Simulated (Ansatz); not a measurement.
A made-up structure of NH$_{4}$Te (charge +1), singlet:

```
6
angstrom
N 0.2923 0.2806 1.5996
Te 0.0593 -0.4014 -0.4370
H 0.8913 0.5942 -1.5199
H -1.5693 -0.4650 -0.8840
H 0.6946 -1.9611 -0.5768
H -0.1536 1.1565 1.3267
```

It is relaxed with PBE-D4/def2-SVP and then PBE0-D4/def2-TZVP (Ansatz 0.2.0). Atoms count as bonded within 1.22 times the sum of their covalent radii (H–H: 0.88 Å). The end point is not checked to be a true minimum.

(1) Does its bonding change? (Judge from chemistry; the calculation decides.)

## Answers

(1) By the calculation: No: no bond forms or breaks.

Where it ends: The first stage lowers the energy by 0.93 eV in 7 steps. It ends as NH₄Te ([NH][TeH3]), total charge +1:
N1  (0.286, 0.198, 1.433)
Te2  (0.031, -0.280, -0.348)
H3  (0.793, 0.460, -1.658)
H4  (-1.475, -0.515, -1.071)
H5  (0.662, -1.803, -0.437)
H6  (-0.081, 1.144, 1.589)
(Å)

Labels in which every atom is bracketed show which atoms are joined, not bond orders.

For scale, one of the runs: PBE0-D4/def2-TZVP relaxation, 105 basis functions, launched by `ansatz run in.yaml --threads 2 --pin off --events-out ev --progress --plain --max-ram 4352MiB`. The run took about 4.4 s on 2 CPU threads of an AMD EPYC 9R45 (shared host).
